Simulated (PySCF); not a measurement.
Two-photon absorption: SMILES N#C/C(C=O)=C/C=C\[O-], [C$_{6}$H$_{4}$NO$_{2}$]-, charge -1

Geometry (Å), atoms numbered from 1 in this order:
```xyz
13

N     2.300    2.163   -1.675
C     1.659    1.389   -1.084
C     0.861    0.454   -0.369
C     1.540   -0.591    0.354
O     2.745   -0.778    0.432
C    -0.546    0.591   -0.401
C    -1.539   -0.164    0.192
C    -2.923    0.174    0.014
O    -3.392    1.102   -0.634
H     0.837   -1.284    0.888
H    -0.933    1.432   -0.991
H    -1.315   -1.037    0.812
H    -3.625   -0.526    0.553
```

Total charge -1.

Computed with TDDFT CAM-B3LYP/aug-cc-pVDZ excited states, vertical, gas phase (PySCF 2.14.0). Geometry: PBE0-D3(BJ)/def2-SVP.

For a gas-phase anion, states above the detachment energy (about 3.2 eV, taken as minus the energy of the highest occupied orbital) lie in the continuum and depend on the basis.

Q: Give the one- and two-photon strengths of the lowest singlets.

A: δ for parallel linear polarisation; σ at the peak of a Lorentzian of half width 0.1 eV, single beam; Ω is circular over linear.
```tsv
state	E (eV)	f	photon λ (nm)	δ (au)	σ (GM)	Ω	main
S1	3.70	0.525	669	343	1.72	0.80	HOMO→LUMO+1 0.96
S2	4.03	0.005	616	235	1.39	1.50	HOMO→LUMO 0.84, HOMO→LUMO+2 0.09
S3	4.11	0.000	604	2.78	0.02	1.50	HOMO−1→LUMO+1 0.60, HOMO−2→LUMO+1 0.24
S4	4.26	0.001	583	1.75	0.01	1.50	HOMO−2→LUMO+1 0.52, HOMO−1→LUMO+1 0.18
S5	4.62	0.000	537	64.3	0.50	1.50	HOMO→LUMO+2 0.57, HOMO→LUMO+3 0.28
S6	4.70	0.000	527	9.69	0.08	1.50	HOMO→LUMO+3 0.61, HOMO→LUMO+2 0.29
```

Among these, the strongest one-photon state is S1, the strongest two-photon state S1.
